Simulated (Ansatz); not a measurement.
The same molecule with X = B, Ga, In. Ansatz, PBE0-D4/def2-TZVP geometries, multiplicity 1. Each molecule was computed in one conformer, which needn't be the lowest.

Elements past krypton have def2 core potentials. Scalar relativity is left out up to krypton.

```json
{"X": "B", "molecule": "`CC(C)B(C(C)C)C(C)C`", "mean X–C bond length / Å": "1.580", "LUMO energy (PBE0/def2-TZVPP) / eV": "-0.38", "HOMO–LUMO gap (PBE/def2-TZVPP) / eV": "4.82", "HOMO energy (B3LYP/def2-TZVPP) / eV": "-7.35"}
{"X": "In", "molecule": "`C[CH](C)[In]([CH](C)C)[CH](C)C`", "mean X–C bond length / Å": "2.197", "LUMO energy (PBE0/def2-TZVPP) / eV": "-0.99", "HOMO–LUMO gap (PBE/def2-TZVPP) / eV": "3.25", "HOMO energy (B3LYP/def2-TZVPP) / eV": "-5.86"}
```

Question: Give the row for X = Ga, `C[CH](C)[Ga]([CH](C)C)[CH](C)C`. (Best estimate.)

Answer: Ansatz gave: 
```tsv
X	molecule	mean X–C bond length / Å	LUMO energy (PBE0/def2-TZVPP) / eV	HOMO–LUMO gap (PBE/def2-TZVPP) / eV	HOMO energy (B3LYP/def2-TZVPP) / eV
Ga	`C[CH](C)[Ga]([CH](C)C)[CH](C)C`	2.000	-0.67	3.80	-6.24
```

From B to In the mean X–C bond length rises at each step, by 0.617 Å in all; the LUMO energy (PBE0/def2-TZVPP) falls at each step, by 0.61 eV in all; the HOMO–LUMO gap (PBE/def2-TZVPP) falls at each step, by 1.57 eV in all; the HOMO energy (B3LYP/def2-TZVPP) rises at each step, by 1.49 eV in all. Bonds lengthen as the atom grows down the group.

B3LYP here is the variant with VWN-RPA as its local correlation; programs differ in this.
